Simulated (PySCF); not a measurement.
HFGe (SMILES [F][GeH]), singlet, geometry from GFN2-xTB; PySCF with WB97X/6-31G*, TDA.

Input for PySCF:
```python
from pyscf import gto, scf, dft, tdscf

mol = gto.Mole()
mol.atom = '''
    Ge   -0.120341   -0.212233    0.298354
    H    -0.923906   -1.123377   -0.827898
    F     0.530537    0.879427   -0.968825
'''
mol.basis = '6-31g*'
mol.charge = 0
mol.spin = 0
mol.verbose = 4
mol.build()

mf = dft.RKS(mol)
mf.xc = 'wb97x'
mf.kernel()
td = mf.TDA()
td.nstates = 5
td.kernel()
td.analyze()
```

Question: Predict the main parts of the log of this PySCF run.

Answer: 
```
PySCF version 2.14.0

[INPUT] verbose = 4
[INPUT] num. atoms = 3
[INPUT] num. electrons = 42
[INPUT] charge = 0
[INPUT] spin (= nelec alpha-beta = 2S) = 0
[INPUT] symmetry False subgroup None
[INPUT] Mole.unit = angstrom
[INPUT] Symbol           X                Y                Z      unit          X                Y                Z       unit  Magmom
[...]
nuclear repulsion = 97.0592227962585
number of shells = 20
number of NR pGTOs = 126
number of NR cGTOs = 48
basis = 6-31g*
ecp = {}

******** <class 'pyscf.dft.rks.RKS'> ********
method = RKS
initial guess = minao
damping factor = 0
level_shift factor = 0
DIIS = <class 'pyscf.scf.diis.CDIIS'>
diis_start_cycle = 1
diis_space = 8
diis_damp = 0
SCF conv_tol = 1e-09
SCF conv_tol_grad = None
SCF max_cycles = 50
direct_scf = True
direct_scf_tol = 1e-13
XC library pyscf.dft.libxc version 7.1.2
    S. Lehtola, C. Steigemann, M. J. T. Oliveira, and M. A. L. Marques,  SoftwareX 7, 1–5 (2018)
XC functionals = wb97x
    J.-D. Chai and M. Head-Gordon,  J. Chem. Phys. 128, 084106 (2008)
radial grids:
    Treutler-Ahlrichs [JCP 102, 346 (1995); DOI:10.1063/1.469408] (M4) radial grids

becke partition: Becke, JCP 88, 2547 (1988); DOI:10.1063/1.454033
pruning grids: <function nwchem_prune>
grids dens level: 3
symmetrized grids: False
atomic radii adjust function: <function treutler_atomic_radii_adjust>
small_rho_cutoff = 0
Set gradient conv threshold to 3.16228e-05
Initial guess from minao.
tot grids = 44712
init E= -2176.29162814443
[...]
cycle= 1 E= -2177.07805747732  delta_E= -0.786  |g|= 0.73  |ddm|= 1.48
[...]
cycle= 2 E= -2176.99250816007  delta_E= 0.0855  |g|= 1.09  |ddm|= 1.16
[...]
cycle= 3 E= -2177.17518236185  delta_E= -0.183  |g|= 0.0525  |ddm|= 0.624
[...]
cycle= 4 E= -2177.17553555596  delta_E= -0.000353  |g|= 0.0311  |ddm|= 0.0541
[...]
cycle= 5 E= -2177.17565196776  delta_E= -0.000116  |g|= 0.00302  |ddm|= 0.0183
[...]
cycle= 6 E= -2177.17566079968  delta_E= -8.83e-06  |g|= 0.000896  |ddm|= 0.0109
[...]
cycle= 7 E= -2177.17566171287  delta_E= -9.13e-07  |g|= 0.000294  |ddm|= 0.00355
[...]
cycle= 8 E= -2177.17566181718  delta_E= -1.04e-07  |g|= 5.51e-05  |ddm|= 0.00126
[...]
cycle= 9 E= -2177.17566182076  delta_E= -3.57e-09  |g|= 1.09e-05  |ddm|= 0.000177
[...]
cycle= 10 E= -2177.17566182091  delta_E= -1.57e-10  |g|= 2.55e-06  |ddm|= 4.22e-05
[...]
Extra cycle  E= -2177.17566182092  delta_E= -6.82e-12  |g|= 1.67e-06  |ddm|= 8.51e-06
converged SCF energy = -2177.17566182092

******** <class 'pyscf.tdscf.rks.TDA'> for <class 'pyscf.dft.rks.RKS'> ********
nstates = 5 singlet
deg_eia_thresh = 1.000e-03
wfnsym = None
conv_tol = 1e-05
eigh lindep = 1e-12
eigh level_shift = 0
eigh max_cycle = 100

Excitation energies (eV)
[3.07724756 6.0126045  6.4364107  6.9591431  7.50289785]

** Singlet excitation energies and oscillator strengths **
Excited State   1:      3.07725 eV    402.91 nm  f=0.0232
      21 -> 22        0.69963
Excited State   2:      6.01260 eV    206.21 nm  f=0.0583
      19 -> 22       -0.10355
      21 -> 23       -0.68205
      21 -> 24        0.11105
Excited State   3:      6.43641 eV    192.63 nm  f=0.0493
      18 -> 22        0.13044
      20 -> 22        0.68451
Excited State   4:      6.95914 eV    178.16 nm  f=0.0185
      18 -> 22        0.69041
      20 -> 22       -0.12401
Excited State   5:      7.50290 eV    165.25 nm  f=0.0228
      18 -> 23        0.12751
      19 -> 22       -0.65032
      20 -> 23       -0.18351

** Transition electric dipole moments (AU) **
state          X           Y           Z        Dip. S.      Osc.
  1         0.4453     -0.3271     -0.0531      0.3082      0.0232
  2        -0.3432     -0.4961      0.1787      0.3958      0.0583
  3         0.4487     -0.3296     -0.0535      0.3129      0.0493
  4        -0.2640      0.1939      0.0315      0.1083      0.0185
  5         0.0957      0.1773     -0.2891      0.1242      0.0228

** Transition velocity dipole moments (imaginary part, AU) **
state          X           Y           Z        Dip. S.      Osc.
  1        -0.0079      0.0058      0.0009      0.0001      0.0006
  2        -0.0083     -0.0293      0.1108      0.0132      0.0399
  3         0.0417     -0.0306     -0.0050      0.0027      0.0076
  4        -0.0270      0.0199      0.0032      0.0011      0.0030
  5        -0.0332     -0.0468      0.0095      0.0034      0.0082

** Transition magnetic dipole moments (imaginary part, AU) **
state          X           Y           Z
  1        -0.6120     -0.9323      0.6115
  2        -1.0185      0.7482      0.1214
  3        -0.3386     -0.3601     -0.6215
  4         0.2154      0.1833      0.6770
  5         0.1556     -0.1143     -0.0185
```
